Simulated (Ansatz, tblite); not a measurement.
Cost and result up the ladder for Si₄⁻ (the lowest doublet isomer of a short search) (4 atoms). The state is a doublet with charge -1. Geometry: B3LYP-D4/def2-TZVPD.

```csv
atom,x (Å),y (Å),z (Å)
Si1,-0.3113,-0.0625,1.9727
Si2,1.1177,0.3256,0.1867
Si3,-1.1175,-0.3261,-0.1867
Si4,0.3111,0.0631,-1.9727
```

Ansatz on 4 threads of Arm Neoverse V1 on a shared host; xTB runs through tblite on one thread. Times are rough, summed over both states, and most runs start from the orbitals of an earlier one. ωB97X-V/def2-TZVPD serves as the yardstick here, not as an exact answer. Differences are given only for rows in sets of like size (and for xTB, whose basis is part of the method), since another set adds its own error. The other state is a quartet at its own geometry, which has other bonds, so the gap mixes isomer and spin.

The xTB rows come from tblite. B3LYP takes the VWN-RPA correlation. Correlated methods freeze 20 core orbitals. The structure comes from a short search, and lower isomers may exist.

Run but left out: HF/6-31G, HF/def2-TZVPD, HF/def2-TZVPPD (quartet: a determinant that CCSD turns far, T1 0.050); MP2/def2-TZVPD, MP2/def2-TZVPPD (quartet: ⟨S²⟩ 3.96, where a pure state has 3.75).

Correlated methods converge slowly with the basis.

xTB has no spin-polarisation term.

```json
{"level": "GFN2-xTB", "functions": "36", "wall time": "0.013 s", "quartet − doublet (eV)": "0.87", "difference from ωB97X-V/def2-TZVPD (eV)": "-0.85", "remarks": "–"}
{"level": "GFN1-xTB", "functions": "36", "wall time": "0.2 s", "quartet − doublet (eV)": "4.70", "difference from ωB97X-V/def2-TZVPD (eV)": "2.98", "remarks": "–"}
{"level": "B3LYP-D4/6-31G", "functions": "52", "wall time": "1.7 s", "quartet − doublet (eV)": "1.16", "difference from ωB97X-V/def2-TZVPD (eV)": "–", "remarks": "–"}
{"level": "LDA (SPW92)/def2-TZVPD", "functions": "172", "wall time": "3.1 s", "quartet − doublet (eV)": "1.45", "difference from ωB97X-V/def2-TZVPD (eV)": "-0.27", "remarks": "HOMO above zero (doublet), HOMO above zero (quartet)"}
{"level": "PBE-D4/def2-TZVPD (with forces)", "functions": "172", "wall time": "6 s", "quartet − doublet (eV)": "1.36", "difference from ωB97X-V/def2-TZVPD (eV)": "-0.37", "remarks": "HOMO above zero (doublet), HOMO above zero (quartet)"}
{"level": "RPA@PBE/def2-TZVPD", "functions": "172", "wall time": "8 s", "quartet − doublet (eV)": "1.43", "difference from ωB97X-V/def2-TZVPD (eV)": "-0.30", "remarks": "–"}
{"level": "PBE0-D4/def2-TZVPD", "functions": "172", "wall time": "9.6 s", "quartet − doublet (eV)": "1.45", "difference from ωB97X-V/def2-TZVPD (eV)": "-0.27", "remarks": "–"}
{"level": "BHLYP-D4/def2-TZVPD", "functions": "172", "wall time": "11 s", "quartet − doublet (eV)": "1.54", "difference from ωB97X-V/def2-TZVPD (eV)": "-0.18", "remarks": "–"}
{"level": "CAM-B3LYP-D4/def2-TZVPD", "functions": "172", "wall time": "15 s", "quartet − doublet (eV)": "1.57", "difference from ωB97X-V/def2-TZVPD (eV)": "-0.15", "remarks": "–"}
{"level": "r2SCAN-D4/def2-TZVPD", "functions": "172", "wall time": "17 s", "quartet − doublet (eV)": "1.39", "difference from ωB97X-V/def2-TZVPD (eV)": "-0.33", "remarks": "HOMO above zero (quartet)"}
{"level": "PBE-QIDH/def2-TZVPD", "functions": "172", "wall time": "18 s", "quartet − doublet (eV)": "1.51", "difference from ωB97X-V/def2-TZVPD (eV)": "-0.21", "remarks": "spin-contaminated (⟨S²⟩ 0.83) (doublet)"}
{"level": "ωB97X-V/def2-TZVPD", "functions": "172", "wall time": "43 s", "quartet − doublet (eV)": "1.72", "difference from ωB97X-V/def2-TZVPD (eV)": "0.00", "remarks": "–"}
```
